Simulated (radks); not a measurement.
Problem. Spherical quantum dot in the effective-mass picture: electrons in a parabolic well V = omega^2 r^2 / 2 with omega = 1.71, with a point charge +1 (a donor) at the centre, all in effective atomic units (hartree* = m*/eps^2 hartree, bohr* = eps/m* bohr), one dielectric constant everywhere. Method: non-relativistic Kohn-Sham, exchange-only LDA, spin-polarised, spherical densities; computed with a radial shooting solver with Libxc functionals. Levels are named by radial order and angular momentum (1s, 1p, 1d, 2s, ...), and open shells are averaged over m. Results are scaled to m* = 0.051 and eps = 11.9, for which hartree* = 9.8 meV and bohr* = 12.35 nm. At N = 8 the configuration is 1s2 1p6. Does electron 9 go into 1d up or 2s up?

Solution. Into 2s up. The total energies of the other choices lie higher by 2.06 meV (1d up).
